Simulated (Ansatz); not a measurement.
TiO4 (the lowest singlet isomer of a short search). Charge 0, multiplicity 1. Geometry PBE0-D4/def2-SVP, basis def2-TZVP, Ansatz.

```xyz
5

Ti    0.000    0.000    0.000
O     0.791    1.334    0.924
O     0.583    0.147    1.702
O    -0.042   -0.986   -1.510
O    -1.331   -0.495   -1.115
```

```tsv
run	HOMO (eV)	LUMO (eV)
A	-6.40	-4.09
B	-9.15	-2.20
C	-6.08	-4.18
D	-6.35	-4.59
E	-7.66	-3.19
```

The structure holds 2 bonds between oxygen atoms, so isomers without such links may lie far lower. The structure comes from a short search, and lower isomers may exist.

Question: The runs used CAM-B3LYP, LDA (SPW92), PBE, PBE0, r2SCAN. Estimate which is which.

Answer: A r2SCAN (0 % exact exchange); B CAM-B3LYP (range-separated); C PBE (0 % exact exchange); D LDA (SPW92) (0 % exact exchange); E PBE0 (25 % exact exchange). Exact exchange lowers occupied and raises empty levels; among semilocal functionals meta-GGAs tend to open the gap a little, and such runs are hard to tell apart. The gap grows from 1.76 eV (LDA (SPW92)) to 6.96 eV (CAM-B3LYP).
